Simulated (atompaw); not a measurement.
## Which change was made? (N, PAW (atompaw))

nitrogen, PAW, made with atompaw 4.2.0.5 (PBEsol, scalar-relativistic). Core [He], reference 2s2 2p3. Waves: 2s (bound): rc 2.70 bohr; 2s channel at -1 Ry: rc 2.70 bohr; 2p (bound): rc 2.70 bohr; 2p channel at 0.25 Ry: rc 2.70 bohr; 3d channel at 0.45 Ry: rc 2.70 bohr; 3d channel at 1.35 Ry: rc 2.50 bohr. Local part: troulliermartins scheme with l = 3 at -0.5 Ry, radius 2.60 bohr. Core correction: smooth core density matched at 2.05 bohr. Augmentation charge: besselshape compensation charge, radius 2.55 bohr; PAW radius 2.70 bohr; waves and projectors: custom polynom2 7 10 vanderbiltortho.

Cutoffs, loose and tight: the cutoffs (Ry, on a coarse ladder) from which the occupation-weighted sum of valence levels, in a spherical-Bessel basis at the reference potential, stays within 10 and 1 mRy of its value at 400 Ry. They see the waves, projectors and local potential, not the compensation charge or the core.

The base gives: outcome: generated; cutoff, loose: 15 Ry; cutoff, tight: 35 Ry; bound ghosts: none.

(1) After one change the result is: outcome: generated; cutoff, loose: 6 Ry; cutoff, tight: 15 Ry; bound ghosts: none. Which change was it?
A. wave 2s (bound): rc 2.70 bohr becomes 2s (bound): rc 2.54 bohr
B. all radii scaled by about 1.30 (s 3.50, p 3.50, d 3.50 bohr); local potential troulliermartins scheme with l = 3 at -0.5 Ry, radius 3.36 bohr; augmentation besselshape compensation charge, radius 3.30 bohr; PAW radius 3.50 bohr; waves and projectors: custom polynom2 7 10 vanderbiltortho; core correction smooth core density matched at 2.66 bohr
C. augmentation besselshape compensation charge, radius 2.55 bohr; PAW radius 2.70 bohr; waves and projectors: custom rrkj gramschmidtortho

Results:

(1) B. The others give: augmentation besselshape compensation charge, radius 2.55 bohr; PAW radius 2.70 bohr; waves and projectors: custom rrkj gramschmidtortho → outcome: generated; cutoff, loose: 8 Ry; cutoff, tight: 12 Ry; bound ghosts: none | wave 2s (bound): rc 2.70 bohr becomes 2s (bound): rc 2.54 bohr → outcome: generated; cutoff, loose: 18 Ry; cutoff, tight: 35 Ry; bound ghosts: none.
